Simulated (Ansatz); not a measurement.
CH₄AlBrS (`[CH3][Al]([SH])[Br]`). Total charge 0; spin multiplicity 1.

Cartesian coordinates in Å:
```
C 0.865 0.800 -0.102
Al -0.191 -0.778 0.275
S -2.303 -1.008 -0.199
Br 0.739 -2.573 1.279
H 1.285 1.204 0.823
H 1.707 0.545 -0.752
H 0.282 1.587 -0.587
H -2.384 0.223 -0.737
```

Q: List the harmonic frequencies (cm⁻¹, unscaled) at PBE0-D4/def2-TZVP in Ansatz. (Best estimate.)

A: Ansatz gave: 30, 115, 141, 177, 274, 346, 510, 628, 657, 696, 725, 1221, 1437, 1438, 2705, 3047, 3127, 3142.

Q: Is this a minimum?

A: Yes, all 18 modes are real.

Q: Give the ideal-gas thermochemistry at 298.15 K and 1 bar (rigid rotor, harmonic oscillator; point group Cs, symmetry number 1).

A: Zero-point energy 122.1 kJ/mol; H(298) − E = 143.6 kJ/mol; entropy 370.7 J/(mol·K), of which translation 171.8, rotation 119.5, vibration 79.4; G(298) − E = 33.1 kJ/mol. Modes under 100 cm⁻¹ are hindered rotations or soft bends, so the harmonic entropy is rough.

Q: And at 400, 500, 600, 800 and 1000 K?

A: 
```tsv
T (K)	H − E (kJ/mol)	S (J/mol/K)	G − E (kJ/mol)
400	154.5	402.0	-6.3
500	166.2	428.2	-47.9
600	178.7	451.0	-91.9
800	205.6	489.6	-186.0
1000	234.4	521.7	-287.3
```

Q: Rotational constants (cm⁻¹)?

A: 0.1182, 0.04633, 0.03349.
